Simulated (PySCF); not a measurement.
**Energy profile**

The step: GeH₄O ([OH2][GeH2]) → GeH₂O ([OH][GeH]) + H₂; bonds formed: H2–H4; dative contacts that become bonds: Ge1–O3; bonds broken: Ge1–H4, H2–O3 (atoms numbered as in the saddle structure below).

Ge1  (-0.096, 0.462, 1.061)
H2  (0.344, 0.201, -0.713)
O3  (0.046, -1.030, -0.267)
H4  (0.431, 1.157, -0.549)
H5  (-1.584, 0.733, 0.582)
H6  (0.859, -1.523, -0.114)
(Å)

Electronic energies by CCSD(T) at an estimated basis limit (MP2 extrapolated from triple and quadruple zeta, plus CCSD(T) − MP2 in triple zeta), on PBE0-D4/def2-TZVP structures; GeH₄O, singlet; no counterpoise correction. PySCF 2.14 with density fitting (its default auxiliary sets; JK sets also for MP2 and CCSD(T)); basis: def2-TZVPP and def2-QZVPP; cores frozen in the correlated methods. Filled d shells of the heavier atoms are correlated. The def2 sets are not built for correlating such inner shells, so the correlated values are less sure here. Extrapolation: Hartree–Fock as exp(−7.88 √X), correlation as X^−2.97.

(1) Give the profile in kJ/mol, counted from the start structure. (Judge from chemistry; the value comes from the calculation.)

The T1 diagnostic stays at or below 0.016.

Results:

(1) The calculation gives:
```tsv
point	kJ/mol
start structure	0.0
saddle	98.6
end structure	-12.9
separated: GeH₂O (linked as [OH][GeH]; Ge1, O3, H5, H6; singlet) + H₂ (H2, H4; singlet)	-8.4
```

For scale, one of the runs: CCSD(T)/def2-TZVPP, 135 basis functions, launched by `OMP_NUM_THREADS=4 python run.py`. The run took 70 s on 4 CPU threads of a Oxide Virtual Turin-like (shared host), with 0.87 GiB of host memory at its peak.
